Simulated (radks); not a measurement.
Gd32+, configuration [Ar] 3d10 4s2 4p2.

All-electron calculation, scalar-relativistic Kohn-Sham, PBE, spin-unpolarised, spherical densities, point nucleus. Program: a radial shooting solver on a logarithmic mesh with Libxc functionals.

Energy parts (hartree):
total: -10713.3432
kinetic: 11544.3183
electron-nucleus: -24592.2173
Hartree: 2538.1944
exchange-correlation: -203.6385

Orbitals (lengths in bohr, moments of r in powers of bohr; <r^-3> diverges for s and p1/2; r(90%) holds 90 % of the orbital's charge):
orbital  occ.  eigenvalue (hartree)      <r^2>  <r^-3>  r(90%)
1s          2             -1886.712  0.0006547       -  0.0396
2s          2             -348.7295    0.01024       -   0.144
2p          6             -315.3675   0.008249   11460   0.134
3s          2             -109.9135    0.06628       -   0.353
3p          6             -99.55460    0.06593    2487   0.356
3d         10             -86.20701    0.05450   338.3   0.335
4s          2             -50.61363     0.2715       -   0.695
4p          2             -46.74311     0.2863   773.1   0.717

The highest occupied level is 4p at -1271.9 eV. Summed over all electrons, <r^2> = 2.260 bohr^2, which gives a Langevin (diamagnetic) susceptibility term of -1.79 x 10^-6 cm^3/mol.
